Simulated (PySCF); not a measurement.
**Manganese: a sound run and one with changed settings**

Sound run: Mn⁺ [Ar] 3d5 4s1, Mn²⁺ [Ar] 3d5. Calculation: PySCF 2.14, in Sapporo-DKH3-DZP-2012 (6s5p3d1f, 43 functions); the spin-free X2C one-electron Hamiltonian (Gaussian nucleus). In the sound run the correlated levels freeze [Ar]. The sound run starts from symmetry-adapted Hartree-Fock orbitals and uses a fine grid where one is needed.

Changed run: no relativity, point nucleus. This setting is unsound on purpose.

```
species  method  sound run (hartree)  changed run (hartree)  converged
    Mn⁺     UHF          -1157.13496            -1146.39061        yes
    Mn⁺    BP86          -1158.41773            -1147.67879        yes
    Mn⁺    MN15          -1158.88050            -1148.15482        yes
    Mn⁺     MP2          -1157.20302            -1146.45720        yes
   Mn²⁺     UHF          -1156.58931            -1145.85350        yes
   Mn²⁺    BP86          -1157.81727            -1147.08885        yes
   Mn²⁺    MN15          -1158.31185            -1147.59689        yes
   Mn²⁺     MP2          -1156.64229            -1145.90573        yes
```

Ionisation energy of Mn⁺:

| method | sound run (eV) | changed run (eV) |
| --- | --- | --- |
| UHF | 14.848 | 14.616 |
| BP86 | 16.340 | 16.053 |
| MN15 | 15.474 | 15.182 |
| MP2 | 15.258 | 15.006 |
| SCS-MP2 | 14.985 | 14.746 |

Most of the change in total energy is the relativistic energy itself. On top of that the contraction fixes the core shape for the Hamiltonian it was made with, so the changed run is not a good calculation with the other Hamiltonian either.

For comparison, NIST gives 15.640 eV between the lowest levels.
